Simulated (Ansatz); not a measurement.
A nudged elastic band was laid between two geometries of C3H7NSi (12 atoms, charge 0, multiplicity 1).

Method: RKS r2SCAN/def2-SVP (Ansatz 0.2.0).

```json
{
  "movable images": "5",
  "climbing image": "yes",
  "spring": "5.0 eV/Å²",
  "optimiser": "quadratic models (default)",
  "start path": "through a guess of the saddle point",
  "force threshold": "0.05 eV/Å",
  "iteration limit": "60",
  "end points": "relaxed"
}
```

Image 0:

```xyz
12
Properties=species:S:1:pos:R:3
N -0.737 1.393 0.263
C -0.162 0.121 -0.130
Si 0.964 -0.564 1.228
C -1.010 -0.808 -0.951
C -0.015 -0.263 -1.597
H -1.389 1.731 -0.447
H -0.011 2.105 0.366
H 1.725 -1.737 0.702
H 0.168 -0.989 2.420
H 1.941 0.481 1.673
H -1.912 -1.420 -0.958
H 0.513 -0.103 -2.537
```

Image 6:

```xyz
12
Properties=species:S:1:pos:R:3
N -0.410 1.543 0.067
C -0.147 0.132 -0.137
Si 0.953 -0.559 1.239
C -1.244 -0.709 -0.726
C -0.231 -0.498 -1.522
H -1.052 1.897 -0.646
H 0.450 2.088 -0.007
H 2.164 0.305 1.425
H 1.404 -1.938 0.877
H 0.218 -0.610 2.540
H -2.247 -1.105 -0.566
H 0.219 -0.601 -2.510
```

(1) What changes between the two ends?

(2) What energy profile does the band end with?

(3) What is the geometry of the highest image?

(4) What are the harmonic wavenumbers there?

Results:

(1) No bond is made or broken. The dihedral N1–C2–Si3–H9 goes from 69 to -170°. The two ends are copies of one structure, up to a mirror image or an exchange of like atoms.

(2) The forces met the threshold. The highest image is number 3 of 0 to 6, 1.7 kcal/mol above the ends, which have the same energy within 2 meV. A vibrational analysis at the climbing image gives one clearly imaginary mode, 118i cm⁻¹: a first-order saddle point.

```json
{"image": "0", "path coordinate (Å)": "0.00", "energy (kcal/mol)": "0.0", "dihedral N1–C2–Si3–H9 (°)": "69"}
{"image": "1", "path coordinate (Å)": "0.74", "energy (kcal/mol)": "0.5", "dihedral N1–C2–Si3–H9 (°)": "89"}
{"image": "2", "path coordinate (Å)": "1.49", "energy (kcal/mol)": "1.4", "dihedral N1–C2–Si3–H9 (°)": "110"}
{"image": "3", "path coordinate (Å)": "2.23", "energy (kcal/mol)": "1.7", "dihedral N1–C2–Si3–H9 (°)": "131"}
{"image": "4", "path coordinate (Å)": "2.99", "energy (kcal/mol)": "1.4", "dihedral N1–C2–Si3–H9 (°)": "152"}
{"image": "5", "path coordinate (Å)": "3.75", "energy (kcal/mol)": "0.5", "dihedral N1–C2–Si3–H9 (°)": "171"}
{"image": "6", "path coordinate (Å)": "4.51", "energy (kcal/mol)": "0.0", "dihedral N1–C2–Si3–H9 (°)": "-170"}
```

(3) 
```xyz
12
Properties=species:S:1:pos:R:3:forces:R:3
N -0.547 1.545 0.087 0.02 -0.01 -0.01
C -0.181 0.156 -0.114 -0.04 -0.01 0.00
Si 0.980 -0.550 1.214 0.00 -0.01 0.02
C -1.210 -0.747 -0.735 0.02 0.00 0.02
C -0.191 -0.467 -1.502 0.00 0.01 -0.03
H -1.070 1.891 -0.720 0.00 0.00 0.00
H 0.282 2.135 0.179 -0.01 0.01 0.00
H 2.336 -0.810 0.632 0.00 0.01 0.00
H 0.443 -1.854 1.710 0.00 0.00 0.00
H 1.139 0.387 2.370 0.00 0.00 0.00
H -2.191 -1.206 -0.605 0.00 0.00 0.00
H 0.286 -0.536 -2.481 0.00 0.00 0.00
```

(4) 118i, 214, 224, 271, 350, 421, 539, 617, 642, 663, 777, 841, 865, 898, 927, 939, 946, 1012, 1030, 1206, 1300, 1622, 1709, 2200, 2212, 2219, 3215, 3262, 3467, 3565 cm⁻¹.

The run took 2.6 min on 2 threads of Arm Neoverse V1 (shared host), peak memory 0.17 GiB.
